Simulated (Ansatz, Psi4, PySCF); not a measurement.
H₃O₂, charge +1, singlet, at a GFN2-xTB geometry. Base run: WB97X-V/aug-cc-pVDZ (PySCF).

The PySCF input:
```python
from pyscf import gto, scf, dft

mol = gto.M(
    atom='''
O     0.13464923    0.56165021   -0.32045018
O    -0.15653641   -0.64820873    0.35880197
H     1.08363793    0.77080803   -0.07973702
H    -0.42483443   -1.31694617   -0.30866757
H    -0.48370607    1.23860633    0.08159027
''',
    basis='aug-cc-pvdz',
    charge=1,
    verbose=4,
)

mf = dft.RKS(mol)
mf.xc = 'wb97x_v'
mf.kernel()
```

The same geometry, method and basis name were run in Ansatz (a program for electronic structure) and Psi4 and PySCF, at each program's defaults and at the settings that a row names. The base is PySCF at its defaults. Differences at the defaults can come from grids, fitting, cores and function types together.

```csv
code and settings,ΔE vs base (mEh),basis functions,E (Eh),SCF cycles
"PySCF, defaults (exact integrals, its default grid, spherical functions)",0.000,73,-151.78512,10
"Psi4, defaults (density fitting with its default set, its default grid, spherical functions)",-0.101,73,-151.78522,9
"Ansatz, defaults (factorised integrals, its default grid, spherical functions)",0.005,73,-151.78511,-
"PySCF, density fitting with def2-universal-jkfit",-0.070,73,-151.78519,10
"PySCF, fine grid",0.001,73,-151.78512,10
"Psi4, exact integrals, spherical functions, fine grid",0.001,73,-151.78512,11
"Ansatz, high accuracy",0.001,73,-151.78512,-
```
